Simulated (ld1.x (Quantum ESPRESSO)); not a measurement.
Which setting gave this result? (Co, ultrasoft)

Base potential:

* Element: cobalt
* Generator: ld1.x (Quantum ESPRESSO) 7.5
* Type: ultrasoft
* Functional: PBE
* Relativity: scalar-relativistic
* Frozen core: [Ar]
* Valence charge: 9
* Reference configuration: 3d7 4s2 4p0
* Partial waves: 4s (bound): rcut 2.05, rcutus 2.60 bohr; 4s channel at 0.05 Ry: rcut 2.05, rcutus 2.60 bohr; 4p (bound, empty): rcut 2.30, rcutus 2.65 bohr; 4p channel at 0.5 Ry: rcut 2.30, rcutus 2.65 bohr; 3d (bound): rcut 1.25, rcutus 1.70 bohr; 3d channel at -0.15 Ry: rcut 1.25, rcutus 1.70 bohr
* Local potential: all-electron potential smoothed inside 1.45 bohr (lloc = -2)
* Core correction: none
* Augmentation charge: PSQ, radius 1.25 bohr

Cutoffs, loose and tight: the cutoffs (Ry, on a coarse ladder) from which the occupation-weighted sum of valence levels, in a spherical-Bessel basis at the reference potential, stays within 10 and 1 mRy of its value at 400 Ry. They do not see the model core or the augmentation charge, which bear on the density cutoff. Test errors are all-electron minus pseudo excitation energies from the reference, over the configurations 3d7 4s1 4p0; 3d7 4s0 4p0; 3d6 4s0 4p0; 3d5 4s0 4p0; 3d7 4s1 4p1; 3d7.5 4s1.5 4p0; 3d7 4s1.5 4p0; variants that change the core or the reference have their own tests. The largest error is taken over the tests solved by every variant that gives reliable tests at all, those not shown here included: 3d7 4s0 4p0; 3d7 4s1 4p0; 3d7 4s1 4p1.

Only the d radius is moved (2 further runs of the sweep failed or gave no value and are left out):

| d radius (bohr) | cutoff, loose | cutoff, tight | bound ghosts | largest test error (meV) |
| --- | --- | --- | --- | --- |
| 1.32 | 60 Ry | 110 Ry | none | +118 |
| 1.48 | 50 Ry | 80 Ry | none | +121 |
| 1.94 | 30 Ry | 45 Ry | none | +117 |
| 2.16 | 21 Ry | 35 Ry | none | +134 |
| 2.3 | 18 Ry | 30 Ry | none | test run stopped at test 1 of 7 (negative rho) |

**Question.** One more run gave cutoff, loose: 35 Ry; cutoff, tight: 55 Ry; bound ghosts: none; largest test error (meV): +119. Which value of the d radius was used?

**Answer.** 1.72 bohr. The loose cutoff moves one way along this sweep, from 60 Ry at 1.32 to 18 Ry at 2.3 bohr, which places the run between 1.48 and 1.94 bohr.
